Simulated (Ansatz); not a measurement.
`[SiH3][SbH2]` + NH₃ → `[NH2][SbH2]` + SiH₄ at 700 K and 1 bar (cleavage of the Sb–Si bond).

Program: Ansatz. Geometries: PBE0-D4/def2-TZVP. ΔE: electronic, gas phase. CCSD(T)/CBS is the MP2 limit (def2-TZVPP, def2-QZVPP) plus CCSD(T) − MP2 in def2-TZVPP, frozen cores. This one scheme is used for every species. Elements past krypton have def2 core potentials. For Sb outer-core shells are correlated without core-valence functions, which leaves a few kJ/mol of doubt a bond.

| species | CCSD(T)/CBS energy (Eh) | H − E (kJ/mol) | S (J/(mol·K)) |
| --- | --- | --- | --- |
| `[SiH3][SbH2]` | -532.08095 | 155.2 | 388.5 |
| NH₃ | -56.50880 | 116.9 | 226.5 |
| `[NH2][SbH2]` | -297.10356 | 147.6 | 344.4 |
| SiH₄ | -291.46306 | 115.5 | 252.9 |

H − E and S are ideal-gas, rigid-rotor, harmonic terms from PBE0-D4/def2-TZVP, for one conformer and one mirror image of each species. 1 Eh = 2625.50 kJ/mol, R = 8.31446 J/(mol·K).

Q: By hand: ΔE, ΔH, ΔS and ΔG.

A: ΔE = (-297.10356) + (-291.46306) − (-532.08095) − (-56.50880) = 0.02313 Eh = 60.7 kJ/mol. Δ(H − E) = 147.6 + 115.5 − 155.2 − 116.9 = -9.0, so ΔH = 51.7 kJ/mol. ΔS = 344.4 + 252.9 − 388.5 − 226.5 = -17.7 J/(mol·K). ΔG = 51.7 − 700 × (-17.7)/1000 = 64.1 kJ/mol.

Q: By hand: the equilibrium constant, and the temperature at which ΔG would vanish if ΔH and ΔS stayed fixed.

A: log₁₀ K = −ΔG/(RT ln 10) = -4.8. ΔH and −TΔS have one sign here, so there is no such temperature.

ΔH outweighs TΔS. A doubt of 5 kJ/mol in ΔE shifts log₁₀ K by 0.4 here. Other conformers and mirror images would add mixing entropy, several J/(mol·K) or more a flexible species. These are equilibria of isolated gas molecules and say nothing of rates. Largest T1 diagnostic: 0.014 (customary marks: 0.02 for closed shells, 0.045 for open ones).
